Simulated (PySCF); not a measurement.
C4H7FO, SMILES [C@]1([C@@H](C1)F)(O)C. Heavy atoms are numbered as in [CH3:1][C@@:2]1([OH:3])[CH2:4][C@H:5]1[F:6]. Hydrogens are named by the atom that carries them.

Coordinates come from a B3LYP-D3(BJ)/def2-SVP optimisation. The structure was generated by enumeration; whether it is a known compound was not checked. One conformer was computed; it need not be the lowest.

Computed with PBE/pcSseg-1 in PySCF.

GIAO shieldings, no solvent; atoms alike by connectivity are averaged. δ = σ(ref) − σ: ¹³C against TMS (σ = 182.0 ppm); ¹⁷O against H2O (σ = 334.3 ppm); ¹⁹F against CFCl3 (σ = 133.6 ppm); ¹H against TMS (σ = 31.49 ppm), references at their B3LYP-D3(BJ)/def2-TZVP geometries, non-relativistic.

Task: Estimate the chemical shifts. (Estimate from the structure and the level; the computed values follow.)

Result: 
| nucleus | atoms | count | δ (ppm) |
|---|---|---|---|
| ¹³C | C5 (CH) | 1 | 85.7 |
| ¹³C | C2 | 1 | 61.0 |
| ¹³C | C4 (CH2) | 1 | 26.6 |
| ¹³C | C1 (CH3) | 1 | 23.6 |
| ¹⁷O | O3 (OH) | 1 | 86.5 |
| ¹⁹F | F6 | 1 | -258.7 |
| ¹H | H on C5 | 1 | 4.94 |
| ¹H | H on C1 | 3 | 1.78 |
| ¹H | H on C4 | 2 | 0.98 |
| ¹H | H on O3 | 1 | 0.49 |
